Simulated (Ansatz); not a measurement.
System: GeBrF, charge 0, singlet. GeBrF (SMILES [Ge]([F])[Br]).
B3LYP-D3(BJ)/def2-TZVP minimum from Ansatz (an electronic-structure program):
```xyz
3

Ge     0.5287    -0.4501     0.8232
F      1.5143    -1.3090    -0.3579
Br    -0.8728     0.7481    -0.6607
```

Total energies in cc-pVTZ, 18 correlated electrons, 29 frozen orbitals. Open shells are spin-unrestricted; no spin-orbit coupling. Correlated methods leave the cores frozen (noble-gas shells, and filled d and f shells in the p block). No relativity. Spin-orbit terms, left out, reach several kcal/mol for Br and I, and more for heavier atoms.

| method | program | energy (Eh) | minus CCSDT(Q) (mEh) |
|---|---|---|---|
| HF | Ansatz | -4747.43096 | 544.30 |
| MP2 | Ansatz | -4747.93457 | 40.68 |
| CCSD | Ansatz | -4747.95343 | 21.83 |
| CCSD(T) | Ansatz | -4747.97344 | 1.82 |
| CCSDT(Q) | Ansatz | -4747.97526 | 0.00 |

Rough core times of Ansatz's runs on a shared machine: CCSD(T) under 20 s, CCSDT(Q) 10 min.
